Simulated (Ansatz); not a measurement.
Cartesian coordinates in Å:
```
O -0.755 -0.741 1.126
Sn -0.081 0.347 -0.349
Cl 2.214 0.575 -0.020
H -0.290 -1.574 1.233
H -0.266 -0.465 -1.833
H -0.821 1.858 -0.157
```

The species carries charge 0 and has multiplicity 1. Sn takes the def2 core potential.

List the PBE/def2-TZVPP orbital energies in eV (Ansatz). (Estimate.)

Ansatz gave: Occupied: -2738.65, -510.25, -249.21, -189.90, -189.74, -189.73, -134.07, -90.07, -89.98, -89.94, -26.91, -26.56, -26.46, -26.39, -26.36, -23.96, -19.81, -13.52, -11.19, -9.14, -9.05, -8.32, -7.56, -7.44, -7.19. Lowest empty: -1.80, -1.24, -0.60, 0.95, 1.27, 1.75, 2.09, 2.76.
